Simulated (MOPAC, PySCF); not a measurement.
H2BNO, SMILES `NB=O`, neutral singlet in the gas phase. 

Cartesian coordinates (Å):
SMILES: NB=O
```xyz
5

N     -0.5756     0.0059    -0.0267
B      0.8043    -0.0082     0.0371
O      2.0112    -0.0212     0.0929
H     -1.1217    -0.8354    -0.0838
H     -1.1083     0.8576    -0.0184
```
Charge 0, multiplicity 1.

All levels are single points at this geometry (M06-2X/def2-TZVP); Pople sets use spherical d functions. Orbital energies aren't observables, and empty levels follow the basis.

PM7 in MOPAC gives dipole (D) = 3.59.

### Question
Estimate the dipole (D) from each of these levels: B3LYP-D3(BJ)/def2-TZVP in PySCF; M06-2X/def2-TZVP in PySCF; PBE-D3(BJ)/def2-TZVP in PySCF; B3LYP/6-311+G** in PySCF; B3LYP/6-31G* in PySCF; BP86/6-31G* in PySCF; M06-2X/6-31G* in PySCF; PBE/6-31G* in PySCF; SVWN5/6-31G* in PySCF; HF/3-21G in PySCF; HF/STO-3G in PySCF; AM1 in MOPAC.

### Answer

```tsv
level	dipole (D)
B3LYP-D3(BJ)/def2-TZVP in PySCF	4.55
M06-2X/def2-TZVP in PySCF	4.63
PBE-D3(BJ)/def2-TZVP in PySCF	4.41
B3LYP/6-311+G** in PySCF	4.57
B3LYP/6-31G* in PySCF	4.35
BP86/6-31G* in PySCF	4.25
M06-2X/6-31G* in PySCF	4.45
PBE/6-31G* in PySCF	4.22
SVWN5/6-31G* in PySCF	4.30
HF/3-21G in PySCF	4.77
HF/STO-3G in PySCF	3.07
AM1 in MOPAC	3.74
```
